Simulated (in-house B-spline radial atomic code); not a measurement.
**Br3+: 2s2 2p6 3s2 3p6 3d10 4s2 4p4 (with a hole in an inner shell)**

Method: Dirac-Kohn-Sham PBE0, spherical fractional occupations, Fermi nucleus of rms radius 4.1629 fm. Calculated with a B-spline radial code for spherical atoms.

Z_r = [3n² - l(l+1)]/(2<r>); Z_e = n√(-2ε); the last column is Slater's effective charge. Values are occupation-weighted means over j.

```
shell  electrons   ε (eV)  <r> (bohr)    Z_r    Z_e  Slater
   2s          2  -1993.2      0.1818  33.00  24.21   32.55
   2p          6  -1827.4       0.156  32.04  23.18   32.55
   3s          2  -333.23      0.5197  25.98  14.85   25.75
   3p          6  -268.86      0.5196  24.06  13.34   25.75
   3d         10  -147.33      0.5207  20.17   9.87   15.85
   4s          2  -65.195       1.418  16.92   8.76    9.95
   4p          4  -47.541       1.581  14.55   7.48    9.95
```

The least bound orbital is 4p3/2 at -47.2 eV, and it is also the most diffuse (<r> = 1.589 bohr).

Spin-orbit splittings of the orbital energies (j = l + 1/2 above j = l - 1/2 when positive): 2p 57.12 eV, 3p 8.667 eV, 3d 1.594 eV, 4p 1.013 eV.

Caution: exact exchange at fractional occupations of open shells leaves self-interaction of up to several eV.
